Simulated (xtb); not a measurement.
Ti(Cl)3(OSiH3) (Cl3H3OSiTi), SMILES [SiH3][O][Ti]([Cl])([Cl])[Cl], multiplicity 1. All values are semi-empirical tight-binding results from xtb (GFN2-xTB unless named), good for trends rather than for accurate numbers. Coordinates come from a GFN2-xTB optimisation. The spin state was assumed, not searched. The isomer is the one that the SMILES or the coordinates give; other isomers of the formula were not compared. The values are those of a single conformer.

For metal compounds this method's bond lengths and energies can be far off.

```json
{
  "orbital_gap": "3.19 eV",
  "zero_point_energy": "19.2 kcal/mol",
  "G − E(el) at 298.15 K (modified RRHO)": "-5.3 kcal/mol"
}
```
